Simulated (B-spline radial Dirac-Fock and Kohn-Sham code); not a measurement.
Binding energies of Ho³⁺ in different valence configurations

Method: ΔSCF Dirac-Fock with Breit, self-energy and vacuum polarisation, finite nucleus, configuration average. Computed with a radial B-spline solver. No correlation.

Reference: the tabulated ground configuration [Xe] 4f10, with 2s 9438.9 eV, 2p1/2 8956.1 eV, 3p3/2 1784.8 eV, 3d5/2 1391.4 eV, 4d3/2 213.2 eV, 5p1/2 64.01 eV, Kα1 47543.6 eV, Kβ1 53867.8 eV, Lα1 6717.7 eV, Lβ2 7903.2 eV.

Q: One of these configurations gives the following shifts from the reference, in eV: average energy +35.73, 2s +28.64, 2p1/2 +28.17, 3p3/2 +31.04, 3d5/2 +30.64, 4d3/2 +26.05, 5p1/2 +14.22, Kα1 -2.05, Kβ1 -4.70, Lα1 -2.25, Lβ2 +2.50. Which?
A. [Xe] 4f8 6s2
B. [Xe] 4f9 5d1
C. [Xe] 4f9 6p1
D. [Xe] 4f9 6s1
E. [Xe] 4f8 5d2

A: A. The others give [Xe] 4f8 5d2: 2s +20.37; [Xe] 4f9 5d1: 2s +9.83; [Xe] 4f9 6p1: 2s +14.90; [Xe] 4f9 6s1: 2s +13.69.
